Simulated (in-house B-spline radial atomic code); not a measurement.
Inner levels of thulium as electrons are removed. A shift is the extra binding of the orbital against the neutral atom ([Xe] 4f5/2(6) 4f7/2(7) 6s2). The density at the nucleus is averaged over the nuclear charge. Computed with a B-spline radial code for spherical atoms: Dirac-Hartree-Fock, jj configuration that fills j = l - 1/2 first, finite nuclei.

A number in brackets counts the electrons of a j subshell.

```tsv
ion	configuration	shift of 2p3/2 (eV)	shift of 2s1/2 (eV)	shift of 3d5/2 (eV)	radius of 2p3/2 (bohr)	radius of 2s1/2 (bohr)	radius of 3d5/2 (bohr)	Σ<r²> (bohr²)	change of density at nucleus (bohr⁻³)
Tm	[Xe] 4f5/2(6) 4f7/2(7) 6s2	0	0	0	0.077506	0.084234	0.20146	78.317	-
Tm+	[Xe] 4f5/2(6) 4f7/2(7) 6s1	6.4074	6.4012	6.3939	0.077506	0.084234	0.20146	52.484	-16.477
Tm2+	[Xe] 4f5/2(6) 4f7/2(7)	14.154	14.135	14.111	0.077505	0.084234	0.20146	35.955	-49.907
Tm3+	[Xe] 4f5/2(6) 4f7/2(6)	34.095	34.13	34.538	0.077508	0.084236	0.20145	32.511	1.051
Tm4+	[Xe] 4f5/2(6) 4f7/2(5)	?	?	?	?	?	?	?	?
Tm5+	[Kr] 4d10 4f5/2(6) 4f7/2(5) 5s2 5p1/2(2) 5p3/2(3)	74.789	74.906	75.511	0.07751	0.084237	0.20142	26.848	101
Tm6+	[Kr] 4d10 4f5/2(6) 4f7/2(5) 5s2 5p1/2(2) 5p3/2(2)	93.589	93.72	93.941	0.077509	0.084236	0.20142	24.17	140.79
Tm7+	[Kr] 4d10 4f5/2(6) 4f7/2(5) 5s2 5p1/2(2) 5p3/2(1)	113.23	113.38	113.17	0.077508	0.084234	0.2014	21.708	183.23
Tm8+	[Kr] 4d10 4f5/2(6) 4f7/2(5) 5s2 5p1/2(2)	133.69	133.85	133.17	0.077506	0.084232	0.20139	19.428	228.26
Tm9+	[Kr] 4d10 4f5/2(6) 4f7/2(5) 5s2 5p1/2(1)	?	?	?	?	?	?	?	?
Tm10+	[Kr] 4d10 4f5/2(6) 4f7/2(5) 5s2	178.65	178.63	176.78	0.077501	0.084228	0.20135	15.588	273.31
Tm11+	[Kr] 4d10 4f5/2(6) 4f7/2(4) 5s2	210.71	210.77	209.34	0.077504	0.08423	0.20131	14.523	363.79
Tm12+	[Kr] 4d10 4f5/2(6) 4f7/2(3) 5s2	244.69	244.84	243.86	0.077508	0.084233	0.20125	13.573	462.07
Tm13+	[Kr] 4d10 4f5/2(6) 4f7/2(3) 5s1	?	?	?	?	?	?	?	?
Tm14+	[Kr] 4d10 4f5/2(6) 4f7/2(3)	298.26	297.95	295.96	0.077502	0.084232	0.20119	10.804	-745.8
Tm15+	[Kr] 4d10 4f5/2(6) 4f7/2(2)	335.99	335.75	334.16	0.077506	0.084236	0.20111	10.089	-704.91
Tm16+	[Kr] 4d10 4f5/2(6) 4f7/2(1)	375.47	375.31	374.1	0.07751	0.084239	0.20102	9.4358	-658.34
Tm17+	[Kr] 4d10 4f5/2(6)	416.66	416.59	415.73	0.077515	0.084243	0.20091	8.8368	-606.09
Tm18+	[Kr] 4d10 4f5/2(5)	459.98	460.01	460.22	0.07752	0.084247	0.20086	8.2914	-545.78
Tm19+	[Kr] 4d10 4f5/2(4)	504.96	505.08	506.37	0.077525	0.084252	0.20081	7.7853	-479.76
Tm20+	[Kr] 4d10 4f5/2(3)	551.56	551.79	554.17	0.077531	0.084257	0.20074	7.3137	-408.04
Tm21+	[Kr] 4d10 4f5/2(2)	599.78	600.11	603.57	0.077537	0.084262	0.20066	6.8729	-330.63
```

Fill in the row of Tm4+.

shift of 2p3/2 (eV): 56.873; shift of 2s1/2 (eV): 56.976; shift of 3d5/2 (eV): 57.919; radius of 2p3/2 (bohr): 0.077511; radius of 2s1/2 (bohr): 0.084239; radius of 3d5/2 (bohr): 0.20143; Σ<r²> (bohr²): 29.786; change of density at nucleus (bohr⁻³): 63.92.

Fill in the row of Tm9+.

shift of 2p3/2 (eV): 155.76; shift of 2s1/2 (eV): 155.83; shift of 3d5/2 (eV): 154.58; radius of 2p3/2 (bohr): 0.077504; radius of 2s1/2 (bohr): 0.08423; radius of 3d5/2 (bohr): 0.20137; Σ<r²> (bohr²): 17.442; change of density at nucleus (bohr⁻³): 250.64.

Fill in the row of Tm13+.

shift of 2p3/2 (eV): 271.13; shift of 2s1/2 (eV): 271.05; shift of 3d5/2 (eV): 269.59; radius of 2p3/2 (bohr): 0.077505; radius of 2s1/2 (bohr): 0.084233; radius of 3d5/2 (bohr): 0.20122; Σ<r²> (bohr²): 12.155; change of density at nucleus (bohr⁻³): -121.42.
